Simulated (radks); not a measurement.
All-electron atom: Co3+ in [Ar] 3d5 6d1 (not the ground configuration). All-electron calculation, scalar-relativistic Kohn-Sham, PBE, spin-polarised, spherical densities, finite nucleus; open shells are filled with parallel spins first; Fermi nuclear charge, rms radius 3.7875 fm. Program: a radial shooting solver on a logarithmic mesh with Libxc functionals.

Normalised radial functions P(r) = r R(r), r in bohr:

r,2p down,3s up,3p down
0.003415,0.0074,0.1078,0.0028
0.005432,0.0177,0.1605,0.0067
0.00857,0.0411,0.2293,0.0157
0.01352,0.0941,0.3095,0.0358
0.02133,0.2081,0.3782,0.0792
0.03393,0.4412,0.3805,0.1671
0.05353,0.8460,0.2286,0.3168
0.08446,1.4190,-0.1361,0.5145
0.1333,1.9467,-0.5770,0.6376
0.2102,1.9772,-0.6234,0.4215
0.3344,1.2698,0.1514,-0.3078
0.5276,0.4234,1.1260,-1.0761
0.8323,0.0537,1.1472,-1.1158
1.313,0.0016,0.4553,-0.5319
2.089,0.0000,0.0580,-0.0993
3.295,0.0000,0.0016,-0.0049
5.199,0.0000,0.0000,0.0000
8.203,0.0000,0.0000,0.0000
13.05,0.0000,0.0000,0.0000
20.58,0.0000,0.0000,0.0000

2p down: eigenvalue -827.13 eV, 0 radial nodes, <r> = 0.225 bohr, 90 % of the charge inside 0.368 bohr. 3s up: eigenvalue -161.18 eV, 2 radial nodes at r = 0.0731, 0.313 bohr, <r> = 0.759 bohr, 90 % of the charge inside 1.13 bohr. 3p down: eigenvalue -117.32 eV, 1 radial node at r = 0.283 bohr, <r> = 0.797 bohr, 90 % of the charge inside 1.22 bohr.
